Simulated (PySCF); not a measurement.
**Correlation energy of O²⁺ (oxygen, charge +2)**

[He] 2s2 2p2, high-spin 3P determinant. Computed with PySCF 2.14 in aug-cc-pVDZ, with no relativity, point nucleus. Frozen: 1s2; 4 electrons correlated.

MP2 pair energies summed by pair of shells (mhartree):

```tsv
pair	energy	share (%)
2s-2p	-32.70	58.0
2s-2s	-18.89	33.5
2p-2p	-4.75	8.4
```

Total MP2 correlation energy: -56.33 mhartree.

Same-spin part -7.94 and opposite-spin part -48.39 mhartree; SCS-MP2 scales them by 1/3 and 6/5 to -60.72 mhartree.

```json
{"level": "CCSD", "correlation energy (mhartree)": "-79.02"}
{"level": "(T)", "correlation energy (mhartree)": "-0.66"}
{"level": "CCSD(T)", "correlation energy (mhartree)": "-79.68"}
```

Diagnostics: T1 = 0.0047, D1 = 0.0094, largest double amplitude 0.124.

Cost of the coupled-cluster step: 0.24 s of wall time on 1 thread of Neoverse-N1 (shared host), for 4 correlated electrons.
